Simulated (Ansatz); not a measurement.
Total energies of In₅ from Ansatz at r2SCAN-D4/def2-TZVP, gas phase (1 Eh = 27.2114 eV = 2625.5 kJ/mol). The reference geometry is relaxed at PBE0-D4/def2-SVP.

```xyz
5

In   -0.4350   -1.6257    1.4461
In   -2.3232    0.7368   -0.6358
In    1.6856   -1.6054   -0.5991
In    1.2359    1.1989   -1.4010
In   -0.1633    1.2955    1.1898
```

```json
{"state": "charge 0 doublet", "geometry": "reference", "energy (Eh)": "-951.15755"}
{"state": "charge 1 triplet", "geometry": "reference", "energy (Eh)": "-950.93929"}
{"state": "charge 0 quartet", "geometry": "relaxed at PBE0-D4/def2-SVP", "energy (Eh)": "-951.14769"}
{"state": "free In atom (doublet)", "geometry": "–", "energy (Eh)": "-190.18147"}
```

In the def2 sets In takes a core potential; there is no spin–orbit coupling.

Task: Work out the vertical ionisation energy to the triplet.

Result: E(charge 1 triplet) − E(charge 0 doublet) = -950.93929 − (-951.15755) = 0.21826 Eh = 5.94 eV. For comparison, −ε of the highest occupied level of the spin that leaves is 4.23 eV at this level, 1.71 eV less.

Task: Which of the charge 0 states is lowest, and how far above it are the others?

Result: The doublet. quartet: -951.14769 − (-951.15755) = 0.00986 Eh = 25.9 kJ/mol. The quartet differs in its bonds from the reference.

Task: What is the binding energy per atom against free atoms?

Result: Atoms: 5 × (-190.18147) = -950.90735 Eh. Binding: -950.90735 − (-951.15755) = 0.25020 Eh = 6.81 eV, or 1.36 eV for each of 5 atoms (no zero-point energy, no counterpoise term).

The structure comes from a short search, and lower isomers may exist.
